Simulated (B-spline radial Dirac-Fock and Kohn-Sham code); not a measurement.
Core and valence levels of Yb⁵⁶⁺

System: Yb⁵⁶⁺ in the configuration 1s2 2s2 2p6 3s2 3p2; nuclear rms radius 5.3108 fm (A = 174).

Method: multi-electron Dirac-Fock with separately optimised hole states, Breit and Lamb-shift corrections added in first order. Computed with a radial B-spline solver. Correlation energy is missing from these numbers. Energies are counted from the vacuum level.

All terms are in eV, carry their sign (relaxation lowers the binding energy) and add up to the binding energy; ⟨r⟩ is the mean radius of the orbital in the initial state.

```
subshell  −ε (Koopmans)  relaxation    Gaunt  retardation  self-energy  vacuum polarisation  binding energy  ⟨r⟩ (bohr)
      1s        66061.0      -28.39  -206.06        17.45      -121.32                21.66         65744.3       0.020
      2s        14717.6       -5.05   -22.26         1.43       -17.56                 2.92         14677.1       0.082
   2p1/2        14249.9       -7.35   -37.63         3.67         0.01                 0.09         14208.7       0.068
   2p3/2        13171.4       -5.96   -25.63         5.13        -1.30                -0.11         13143.5       0.075
      3s         5898.2       -0.49    -5.67         0.59        -4.77                 0.76          5888.7       0.198
      3p         5559.1       -0.53    -7.42         1.49        -0.35                -0.01          5552.3       0.197
```

For the deepest level, K (1s), the Breit terms make up -0.287 % of the binding energy, QED -0.152 % and orbital relaxation -0.043 %.

Spin-orbit splittings: 2p 1065.2 eV.

Going to the tabulated ground configuration of the next ion removes an electron from M2,3 (3p), computed at 5552.3 eV. NIST lists 5731 ± 5 eV as the ionisation energy of this species (theoretical), +178.72 eV from the computed value. Where a p, d or f shell is open in either ion the computed value averages over both j values and all terms, while the table refers to the lowest levels; that difference holds spin-orbit splitting (largest in heavy or highly charged ions), term energies where several electrons share open shells, and correlation, and it can reach 10 % or more.
